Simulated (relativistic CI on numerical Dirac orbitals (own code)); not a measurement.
**How well does a small relativistic CI reproduce Cd⁺?**

Computed by Dirac-Coulomb-Breit CI, KLI orbitals optimised for each configuration, a model potential for QED, valence Slater integrals scaled by 0.85, P86 correlation energy added to each configuration (own radial code, finite nucleus).

Configuration list (outside the closed core [Kr]): 4d¹⁰5s, 4d¹⁰5p, 4d⁹5s², 4d¹⁰6s, 4d¹⁰5d, 4d¹⁰6p, 4d¹⁰7s, 4d¹⁰6d, 4d¹⁰7p, 4d¹⁰4f, 4d¹⁰8s, 4d¹⁰5g, 4d¹⁰5f, 4d¹⁰7d, 4d¹⁰8p, 4d¹⁰9s, 4d⁹5s4f, 4d¹⁰9p, 4d⁹5s5p. Double excitations out of closed p, d and f shells are left out; levels of such configurations are missing from the list, as are those of other unlisted configurations, and high levels can miss mixing partners.

| Configuration | Term (tabulated) | J | Measured (cm⁻¹) | Computed | Error | Purity (%) |
| --- | --- | --- | --- | --- | --- | --- |
| 4d¹⁰5s | 2S | 1/2 | 0.0 | 0 | 0 | 100 |
| 4d¹⁰5p | 2P° | 1/2 | 44136.1 | 41034 | -3102 | 99 |
| 4d¹⁰5p | 2P° | 3/2 | 46618.6 | 43097 | -3522 | 99 |
| 4d⁹5s² | 2D | 5/2 | 69258.9 | 74079 | 4820 | 99 |
| 4d⁹5s² | 2D | 3/2 | 74893.7 | 79363 | 4469 | 93 |
| 4d¹⁰6s | 2S | 1/2 | 82990.7 | 76646 | -6345 | 100 |
| 4d¹⁰5d | 2D † | 3/2 | 89689.2 | 82756 | -6934 | 93 |
| 4d¹⁰5d | 2D † | 5/2 | 89843.8 | 82725 | -7119 | 99 |

Measured levels from NIST Handbook of Basic Atomic Spectroscopic Data (Sansonetti and Martin, J. Phys. Chem. Ref. Data 34, 1559 (2005)); pairs were made by configuration, J and term (by order where the table uses no LS term), so strongly mixed levels may be paired wrongly.

Mean error by configuration (cm⁻¹): 4d¹⁰5p -3312; 4d⁹5s² 4645; 4d¹⁰6s -6345. Over the excited levels the mean absolute error is 4452 cm⁻¹ (7 of the 7 excited levels that our extract of the source holds in range could be paired), and the median relative error of those above 1,000 cm⁻¹ is 7 %. † marks terms whose computed intervals miss the measured ones by more than a factor of 2.5, or configurations far off the rest, from wrong mixing, a near crossing or a doubtful label or measurement; they are left out of the means.

Transition probabilities of persistent lines. The last column rescales the computed rate by the cube of measured over computed energy:

| λ measured (Å) | Lower | Upper | A tabulated (s⁻¹) | A computed | A rescaled |
| --- | --- | --- | --- | --- | --- |
| 2144.41 air | 4d¹⁰5s ²S1/2 | 4d¹⁰5p ²P°3/2 | 2.80e+08 | 4.14e+08 | 5.25e+08 |
| 2265.02 air | 4d¹⁰5s ²S1/2 | 4d¹⁰5p ²P°1/2 | 3.00e+08 | 3.58e+08 | 4.46e+08 |
| 2572.93 air | 4d¹⁰5p ²P°1/2 | 4d¹⁰6s ²S1/2 | 1.70e+08 | 1.37e+08 | 1.78e+08 |
| 2748.55 air | 4d¹⁰5p ²P°3/2 | 4d¹⁰6s ²S1/2 | 2.80e+08 | 2.64e+08 | 3.37e+08 |
